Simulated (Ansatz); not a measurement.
Two isomers of Ge2H12Si4: A = `[SiH2]1[SiH2][GeH2][SiH2][GeH2][SiH2]1`, B = `[SiH2]1[SiH2][GeH2][SiH2][SiH2][GeH2]1`.

Program: Ansatz. Geometries: PBE0-D4/def2-TZVP. ΔE: electronic, gas phase. CBS: MP2 limit from def2 TZ/QZ plus the TZ coupled-cluster correction, frozen cores. Functionals use def2-TZVPP. B3LYP here is the variant with VWN-RPA as its local correlation; programs differ in this. For Ge outer-core shells are correlated without core-valence functions, which leaves a few kJ/mol of doubt a bond. Scalar relativity is left out up to krypton.

(1) Which is lower in electronic energy at CCSD(T)/CBS, and by how much? (Estimate.)

(2) Give E(B) − E(A) in kJ/mol with ωB97M-V, B3LYP, CCSD(T)/def2-SVP, B3LYP-D4, BLYP-D4, CCSD/def2-TZVPP, MP2/def2-TZVPP. (Best estimate.)

Largest T1 diagnostic: 0.013.

Results:

(1) Computed: B, by 0.3 kJ/mol. So small a gap doesn't settle the order.

(2) Computed: ωB97M-V -0.5, B3LYP -0.7, CCSD(T)/def2-SVP -0.4, B3LYP-D4 -0.7, BLYP-D4 -0.8, CCSD/def2-TZVPP -0.4, MP2/def2-TZVPP -0.4. None reverses the order clearly.

Leaving LDA and LC-ωPBE aside and taking each functional with its dispersion term where it has one, the values, not all of them listed here, spread over 0.3 kJ/mol, from revPBE-D4 to ωB97X-V.
